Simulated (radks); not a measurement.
Problem. Sm15+, 47 electrons, occupied as [Kr] 4d10 4f1. Method: scalar-relativistic Kohn-Sham, SCAN, spin-polarised, spherical densities, finite nucleus; open shells are filled with parallel spins first (spin-orbit coupling, left out, can overturn this in heavy ions); meta-GGA in the generalised Kohn-Sham scheme; Fermi nuclear charge, rms radius 5.0819 fm; computed with a radial shooting solver on a logarithmic mesh with Libxc functionals. Some entries of the table are withheld. Estimate them.

| orbital | occ. | eigenvalue (eV) | <r^2> (bohr^2) |
|---|---|---|---|
| 1s down | 1 | -47060.45 | 0.0007050 |
| 1s up | 1 | -47060.45 | 0.0007050 |
| 2s up | 1 | -7975.627 | 0.01110 |
| 2s down | 1 | -7975.607 | 0.01110 |
| 2p up | 3 | -7144.473 | 0.008920 |
| 2p down | 3 | -7144.462 | 0.008920 |
| 3s up | 1 | -2004.974 | 0.07389 |
| 3s down | 1 | -2004.270 | 0.07384 |
| 3p up | 3 | -1743.089 | 0.07407 |
| 3p down | 3 | -1742.368 | 0.07401 |
| 3d up | 5 | -1389.058 | 0.06264 |
| 3d down | 5 | -1388.473 | 0.06258 |
| 4s up | 1 | (1) | 0.3616 |
| 4s down | 1 | (2) | 0.3619 |
| 4p up | 3 | (3) | 0.3993 |
| 4p down | 3 | (4) | 0.3997 |
| 4d up | 5 | -427.9552 | (5) |
| 4d down | 5 | -426.3426 | (6) |
| 4f up | 1 | -289.5097 | 0.5259 |

Solution. 
(1) 4s up eigenvalue (eV): -642.4067
(2) 4s down eigenvalue (eV): -640.8107
(3) 4p up eigenvalue (eV): -553.5319
(4) 4p down eigenvalue (eV): -551.9537
(5) 4d up <r^2> (bohr^2): 0.4533
(6) 4d down <r^2> (bohr^2): 0.4537
